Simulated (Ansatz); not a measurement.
Geometry optimisation, RKS LDA/def2-SVP in Ansatz.

The input (input.yaml):

```yaml
crystal:
  periodic: [false, false, false]
  atoms:
    - { symbol: In, position_ang: [0.074647, 0.035575, -0.046021] }
    - { symbol: Cl, position_ang: [-0.140166, 0.373753, 2.331547] }
    - { symbol: Cl, position_ang: [2.115936, 0.392366, -1.053835] }
    - { symbol: O, position_ang: [-1.535859, -0.44336, -1.079765] }
    - { symbol: H, position_ang: [-2.298969, -0.498584, -0.467939] }
    - { symbol: P, position_ang: [0.718334, -3.332821, 1.275866] }
    - { symbol: H, position_ang: [-0.371866, -3.085869, 0.353168] }
    - { symbol: H, position_ang: [1.696041, -2.701909, 0.412795] }
    - { symbol: H, position_ang: [0.450802, -2.102149, 1.959684] }
basis:
  gaussian: { orbitals: def2-SVP }
hamiltonian:
  xc: lda
relax:
  f_tol: 0.03
  max_steps: 50
output:
  orbitals: {}
```

Command:

```bash
$ ansatz run input.yaml --threads 4 --pin off --max-ram 5120MiB --backend cpu --events-out ev --progress --plain --runs-dir out
```

Question: Where does it end, and by what steps?

Answer: The run converged. After 9 steps the energy has fallen by 0.281 eV; O4 moved furthest, 0.50 Å.

| step | energy less start (eV) | largest force component (eV/Å) | accepted |
| --- | --- | --- | --- |
| 0 | 0.0000 | 1.026 | yes |
| 1 | -0.1458 | 0.319 | yes |
| 2 | -0.2287 | 0.388 | yes |
| 3 | -0.2499 | 0.259 | yes |
| 4 | -0.2741 | 0.154 | yes |
| 5 | -0.2795 | 0.139 | yes |
| 6 | -0.2804 | 0.098 | yes |
| 7 | -0.2806 | 0.076 | yes |
| 8 | -0.2797 | 0.183 | no |
| 9 | -0.2807 | 0.012 | yes |

```xyz
9
Properties=species:S:1:pos:R:3
In 0.153 -0.252 0.200
Cl -0.161 0.664 2.324
Cl 2.185 0.097 -0.872
O -1.407 -0.882 -0.869
H -2.239 -0.647 -0.410
P 0.615 -3.146 0.972
H -0.486 -2.685 0.140
H 1.615 -2.403 0.233
H 0.435 -2.109 1.968
```

Whether the end is a true minimum wasn't checked by a vibrational analysis.

The run took 9.7 s on 4 threads of Arm Neoverse V2, with other jobs on the host, peak memory 0.18 GiB.
